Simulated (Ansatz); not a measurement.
Name a neutral molecule of Br, C, O, Si and H with ideal-gas entropy at 298 K and 1 bar (rigid rotor, harmonic PBE0-D4/def2-TZVP) between 347 and 363 J/(mol·K) and HOMO energy (PBE/def2-TZVPP) between -6.50 and -6.20 eV (Ansatz, PBE0-D4/def2-TZVP geometry).

`C#CO[SiH2]Br` (354 J/(mol·K), -6.25 eV). Other molecules can fit too; these were computed, each in one conformer that needn't be the lowest.
